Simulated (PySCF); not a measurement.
Simulated absorption spectrum

Species: hydrogen selenide, H2Se.
SMILES with atom numbers: `[SeH2:1]` (hydrogens: H2, H3 on Se1)

Computed, not measured: TDDFT B3LYP/def2-SVPD, vertical, gas phase, core orbitals frozen in the response (PySCF 2.14.0, density-fitted response routines). Geometry: PBE0-D3(BJ)/def2-SVP; no solvent, vibrations or thermal averaging. Relativistic effects, spin–orbit coupling among them, are left out although an element past zinc is present.

Each state is given a Gaussian of 0.25 eV full width at half maximum, with ε(max) = 2.175×10⁸ f / Δν̃ (Δν̃ the width in cm⁻¹). The width is an assumption, not a result. The curve ends short of the highest state used, and states not computed would add to its high-energy end.

(λ (nm), ε (L mol⁻¹ cm⁻¹)): (144.7, 21710), (147.3, 21753), (149.9, 7275), (152.4, 17372), (155.0, 16387), (157.6, 3275), (160.1, 366), (162.7, 304), (165.3, 132), (167.9, 26), (170.4, 51), (173.0, 105), (175.6, 77), (178.2, 22), (180.7, 3), (183.3, 0), (185.9, 0), (188.5, 0), (191.0, 0), (193.6, 0), (196.2, 0), (198.7, 0), (201.3, 0), (203.9, 0), (206.5, 0), (209.0, 0), (211.6, 0), (214.2, 6), (216.8, 55), (219.3, 301), (221.9, 1151), (224.5, 2933), (227.1, 5106), (229.6, 6224), (232.2, 5519), (234.8, 3585), (237.3, 1800), (239.9, 673), (242.5, 195), (245.1, 45), (247.6, 9), (250.2, 1), (252.8, 0), (255.4, 0)

Problem. Where are the band maxima, and which computed states make them?

Solution. 230 nm (5.39 eV), ε about 6200, made up of S2 (100%); 173 nm (7.15 eV), ε about 110, made up of S4 (100%); 162 nm (7.65 eV), ε about 310, made up of S5 (98%) (hardly more than a shoulder); 154 nm (8.07 eV), ε about 21000, made up of S6 (100%); 146 nm (8.49 eV), ε about 27000, made up of S7 (38%) and S8 (62%) (ε in L mol⁻¹ cm⁻¹; maxima over ε = 5, shares over 10%). The states used: S1 5.23 eV (f 0.0000); S2 5.39 eV (f 0.058); S3 6.99 eV (f 0.0000); S4 7.15 eV (f 0.0010); S5 7.64 eV (f 0.0028); S6 8.07 eV (f 0.192); S7 8.45 eV (f 0.104); S8 8.52 eV (f 0.161); S9 8.56 eV (f 0.0004); S10 9.17 eV (f 0.175).

Problem. On this curve, what absorbance would a 10⁻⁵ mol/L sample give at 222 nm over a 1 cm path?

Solution. 222 nm is 5.585 eV, where ε is about 1200 L mol⁻¹ cm⁻¹, so A = ε c l ≈ 0.012 (Beer–Lambert, with the gas-phase spectrum and the assumed width).

Problem. Coming from long wavelengths, where does ε first pass 100 L mol⁻¹ cm⁻¹?

Solution. At about 244 nm (5.09 eV), 0.14 eV below S1.

Problem. What would ε be at 8.49 eV, the highest of these maxima, with half the width (0.125 eV)?

Solution. About 47700 L mol⁻¹ cm⁻¹ against 27300, a factor of about 1.7; a lone state at its own centre would give exactly 2.

All these states lie below the vertical ionisation energy of 9.89 eV (ΔSCF).
